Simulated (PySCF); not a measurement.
PySCF input (PW6B95/def2-TZVPD):

```python
from pyscf import gto, scf, dft

mol = gto.M(
    atom='''
    Ge    0.00474138   -0.00523011    0.31730898
    F     0.69536119    1.27057939   -0.55383190
    F    -0.71221944   -1.25198345   -0.57437779
    ''',
    basis='def2-tzvpd',
    charge=1,
    spin=1,
    verbose=4,
)

mf = dft.UKS(mol, xc='pw6b95').density_fit(auxbasis='def2-universal-jkfit')
mf.grids.level = 3
mf.conv_tol = 1e-9
mf.max_cycle = 100
mf.max_memory = 1500
mf.kernel()
if not mf.converged:
    mf = mf.newton()
    mf.kernel(mf.make_rdm1())
for _ in range(2):
    mo, _, stable, _ = mf.stability(return_status=True)
    if stable:
        break
    mf.kernel(mf.make_rdm1(mo, mf.mo_occ))
mf.analyze()
```

End of the output:

```
Extra cycle  E= -2277.64912020891  delta_E= 1.26e-10  |g|= 2.5e-05  |ddm|= 1.93e-05
converged SCF energy = -2277.64912020891  <S^2> = 0.75443341  2S+1 = 2.0044285
uhf_internal: lowest eigs of H = [0.24532934 0.25265733 0.29172287]
<class 'pyscf.df.df_jk.DFUKS'> wavefunction is stable in the internal stability analysis
**** SCF Summaries ****
Total Energy =                       -2277.649120208914610
Nuclear Repulsion Energy =             194.962312685355812
One-electron Energy =                -3546.512868847689788
Two-electron Energy =                 1073.901435953419195
Two-electron Coulomb Energy =         1174.878311524506898
DFT Exchange-Correlation Energy =     -100.976875571087660
HOMO-LUMO gap [eV] =                     3.748787067798262
**** MO energy ****
                             alpha | beta                alpha | beta
MO #1   energy= -399.962679689945  | -399.960946516951  occ= 1 | 1
MO #2   energy= -50.4253026983095  | -50.4237464363382  occ= 1 | 1
MO #3   energy= -44.9074738436751  | -44.9068295378856  occ= 1 | 1
MO #4   energy= -44.9055076530819  | -44.9038016563236  occ= 1 | 1
MO #5   energy= -44.9037000830949  | -44.9023346226524  occ= 1 | 1
MO #6   energy= -25.1743898078128  | -25.1673191105562  occ= 1 | 1
MO #7   energy= -25.174371852607   | -25.1673014210716  occ= 1 | 1
MO #8   energy= -6.71359314958875  | -6.70967215656957  occ= 1 | 1
MO #9   energy= -4.87214546895183  | -4.86902895943134  occ= 1 | 1
MO #10  energy= -4.86634593888728  | -4.86161597171493  occ= 1 | 1
MO #11  energy= -4.86124930537975  | -4.86048632039091  occ= 1 | 1
MO #12  energy= -1.67000050825057  | -1.66529806579279  occ= 1 | 1
MO #13  energy= -1.66929097918019  | -1.66480398407113  occ= 1 | 1
MO #14  energy= -1.66066703287466  | -1.65618188619134  occ= 1 | 1
MO #15  energy= -1.65750730756736  | -1.65556094518044  occ= 1 | 1
MO #16  energy= -1.65638429751375  | -1.6520474423288   occ= 1 | 1
MO #17  energy= -1.51201257626301  | -1.49449575196948  occ= 1 | 1
MO #18  energy= -1.49550970460703  | -1.47785372463231  occ= 1 | 1
MO #19  energy= -0.891611583787267 | -0.859154699698273 occ= 1 | 1
MO #20  energy= -0.807783329580582 | -0.76345480137959  occ= 1 | 1
MO #21  energy= -0.758110289786634 | -0.748977669783358 occ= 1 | 1
MO #22  energy= -0.755549579158552 | -0.743844598857987 occ= 1 | 1
MO #23  energy= -0.734412037310933 | -0.728442831017796 occ= 1 | 1
MO #24  energy= -0.730633329930935 | -0.723216595832788 occ= 1 | 1
MO #25  energy= -0.640006678120706 | -0.50224129325413  occ= 1 | 0
MO #26  energy= -0.372072335564198 | -0.347226331274094 occ= 0 | 0
MO #27  energy= -0.26094024118706  | -0.242515023215091 occ= 0 | 0
MO #28  energy= -0.230456053493487 | -0.204266246032588 occ= 0 | 0
MO #29  energy= -0.14563991813899  | -0.134655580416056 occ= 0 | 0
MO #30  energy= -0.0868808868823996 | -0.0785375389460579 occ= 0 | 0
MO #31  energy= -0.0800754542708787 | -0.0748844595104391 occ= 0 | 0
MO #32  energy= -0.0690756929616539 | -0.0641824040448378 occ= 0 | 0
MO #33  energy= -0.0662515059519453 | -0.0618425120168326 occ= 0 | 0
MO #34  energy= -0.0620420696235943 | -0.0529315462976496 occ= 0 | 0
MO #35  energy= -0.0576363341467673 | -0.0517752274139105 occ= 0 | 0
MO #36  energy= -0.0508727809780081 | -0.0458076409027122 occ= 0 | 0
MO #37  energy= -0.0334468025193387 | -0.0225965064354844 occ= 0 | 0
MO #38  energy= 0.01558428640206   | 0.0202267829418527 occ= 0 | 0
MO #39  energy= 0.02551236345876   | 0.0289170110150471 occ= 0 | 0
MO #40  energy= 0.0317290756809968 | 0.038255202455231  occ= 0 | 0
MO #41  energy= 0.10235988740555   | 0.116905410621962  occ= 0 | 0
MO #42  energy= 0.108431000311798  | 0.119265559312596  occ= 0 | 0
MO #43  energy= 0.113271454878106  | 0.120421604275919  occ= 0 | 0
MO #44  energy= 0.123653252157115  | 0.130990764124562  occ= 0 | 0
MO #45  energy= 0.142920864813974  | 0.152131609463114  occ= 0 | 0
MO #46  energy= 0.176529239026056  | 0.179712840428955  occ= 0 | 0
MO #47  energy= 0.187192201288923  | 0.199447970103968  occ= 0 | 0
MO #48  energy= 0.199427392034013  | 0.200577879177283  occ= 0 | 0
MO #49  energy= 0.200447764513453  | 0.207585865124571  occ= 0 | 0
MO #50  energy= 0.269177452962296  | 0.276501191240472  occ= 0 | 0
MO #51  energy= 0.272765826845522  | 0.276595951058981  occ= 0 | 0
MO #52  energy= 0.278257436155773  | 0.283610251521243  occ= 0 | 0
MO #53  energy= 0.315206096652567  | 0.322200277647197  occ= 0 | 0
MO #54  energy= 0.358694869988834  | 0.358979963404093  occ= 0 | 0
MO #55  energy= 0.373613972089666  | 0.377414273179615  occ= 0 | 0
MO #56  energy= 0.4133321360868    | 0.419480552624041  occ= 0 | 0
MO #57  energy= 0.428250205685709  | 0.430981222427309  occ= 0 | 0
MO #58  energy= 0.431787234939073  | 0.433181294006654  occ= 0 | 0
MO #59  energy= 0.480206944401821  | 0.484470133058321  occ= 0 | 0
MO #60  energy= 0.515462594053639  | 0.52063150290634   occ= 0 | 0
MO #61  energy= 0.5623578155614    | 0.567515235909084  occ= 0 | 0
MO #62  energy= 0.574886907673597  | 0.581595595771392  occ= 0 | 0
MO #63  energy= 0.605197378532628  | 0.60973401146336   occ= 0 | 0
MO #64  energy= 0.607455878424888  | 0.610183596773275  occ= 0 | 0
MO #65  energy= 0.684815594796491  | 0.693636736220967  occ= 0 | 0
MO #66  energy= 0.734504178693879  | 0.752515961149925  occ= 0 | 0
MO #67  energy= 0.759641202772303  | 0.779569458938653  occ= 0 | 0
MO #68  energy= 0.770381090814392  | 0.782131362459477  occ= 0 | 0
MO #69  energy= 0.80166051109087   | 0.819310104406112  occ= 0 | 0
MO #70  energy= 0.825686141905595  | 0.836436407565601  occ= 0 | 0
MO #71  energy= 0.855328803972239  | 0.867200298109832  occ= 0 | 0
MO #72  energy= 0.862144965843261  | 0.876967989957845  occ= 0 | 0
MO #73  energy= 0.878647447321837  | 0.888270444235137  occ= 0 | 0
MO #74  energy= 0.920121220211503  | 0.93094905840798   occ= 0 | 0
MO #75  energy= 0.94489634213505   | 0.956442859118486  occ= 0 | 0
MO #76  energy= 1.00348155617917   | 1.0081954252068    occ= 0 | 0
MO #77  energy= 1.01002017641998   | 1.02213117604812   occ= 0 | 0
MO #78  energy= 1.0626688248868    | 1.07662858433616   occ= 0 | 0
MO #79  energy= 1.07269052715397   | 1.08622830786686   occ= 0 | 0
MO #80  energy= 1.10938855383627   | 1.12363174568253   occ= 0 | 0
MO #81  energy= 1.28039198497991   | 1.30062659137324   occ= 0 | 0
MO #82  energy= 1.97570273738056   | 1.97746838988611   occ= 0 | 0
MO #83  energy= 2.00384972434446   | 2.00800682683725   occ= 0 | 0
MO #84  energy= 2.01004029039268   | 2.01334399216199   occ= 0 | 0
MO #85  energy= 2.0246321170118    | 2.02770441482434   occ= 0 | 0
MO #86  energy= 2.06818093621136   | 2.0762424102069    occ= 0 | 0
MO #87  energy= 2.11266766188457   | 2.1235327221543    occ= 0 | 0
MO #88  energy= 2.17285643834296   | 2.18680151847769   occ= 0 | 0
MO #89  energy= 2.17860052968169   | 2.19021130249202   occ= 0 | 0
MO #90  energy= 2.22908650504676   | 2.24240393517465   occ= 0 | 0
MO #91  energy= 2.36010006948393   | 2.37234141333148   occ= 0 | 0
MO #92  energy= 2.39140795319349   | 2.41042445840995   occ= 0 | 0
MO #93  energy= 2.41856165423693   | 2.43643562677928   occ= 0 | 0
MO #94  energy= 2.44597161728316   | 2.45655070799445   occ= 0 | 0
MO #95  energy= 2.58375487588244   | 2.59553277535839   occ= 0 | 0
MO #96  energy= 2.64822493480491   | 2.66277242483033   occ= 0 | 0
MO #97  energy= 3.06690655657145   | 3.07132874464651   occ= 0 | 0
MO #98  energy= 3.14783006407231   | 3.15199162538853   occ= 0 | 0
MO #99  energy= 3.15225426133675   | 3.16181838307317   occ= 0 | 0
MO #100 energy= 3.19211520392253   | 3.19819470865251   occ= 0 | 0
MO #101 energy= 3.51062004312906   | 3.5288568607021    occ= 0 | 0
MO #102 energy= 3.52064999813605   | 3.53038467280089   occ= 0 | 0
MO #103 energy= 3.5455424801038    | 3.5610062918717    occ= 0 | 0
MO #104 energy= 3.73524938106217   | 3.75756532415615   occ= 0 | 0
[...]
```
